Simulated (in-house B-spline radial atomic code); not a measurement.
Configurations of I IV (I3+), with energies counted from [Kr] 4d10 5s2 5p2. All numbers are computed (non-relativistic TPSSh, spin-polarised, spherical fractional occupations; point nucleus) with an all-electron radial atomic-structure program (B-spline basis), not measured. Shells without spins written out take the highest spin.

Caution: exact exchange at fractional occupations of open shells leaves self-interaction of up to several eV.

Occupations are held fixed; configurations that lie above the ionisation limit could autoionise.

```csv
configuration,E - E(ref) (eV),highest orbital,its <r> (bohr)
[Kr] 4d10 4f1 5s2 5p1,21.335,4f up,2.419
[Kr] 4d10 5s1 5p2 6s1,26.477,6s up,3.875
[Kr] 4d10 4f1 5s1 5p2,28.725,4f up,2.308
[Kr] 4d10 5s1 5p2 6p1,29.97,6p up,4.398
[Kr] 4d10 5s1 5p2 6f1,40.124,6f up,8.594
[Ar] 3d9 4s2 4p6 4d10 5s2 5p2 6d1,662.35,6d up,5.41
```

Task: Order these further configurations by energy, lowest first.
A. [Ar] 3d10 4s2 4p(3 up, 2 down) 4d10 5s2 5p(1 up, 1 down) 6f(1 up, 0 down)
B. [Ar] 3d10 4s2 4p5 4d10 5s2 5p2 6s1
C. [Kr] 4d10 5s(0 up, 1 down) 5p(2 up, 0 down) 6d(0 up, 1 down)
D. [Kr] 4d10 5s(0 up, 1 down) 5p(1 up, 1 down) 6s(0 up, 1 down)
E. [Kr] 4d10 5s2 5p1 6s1

Result: E (18.373 eV), D (29.604 eV), C (37.857 eV), B (147.51 eV), A (162.96 eV).

Task: How far above the reference does [Ar] 3d10 4s2 4p5 4d10 4f1 5s2 5p2 lie?

Result: 147.46 eV; its least bound orbital is 4f up with <r> = 1.882 bohr.

Task: How far above the reference does [Ar] 3d9 4s2 4p6 4d10 5s2 5p2 5f1 lie?

Result: 663.46 eV; its least bound orbital is 5f up with <r> = 4.923 bohr.
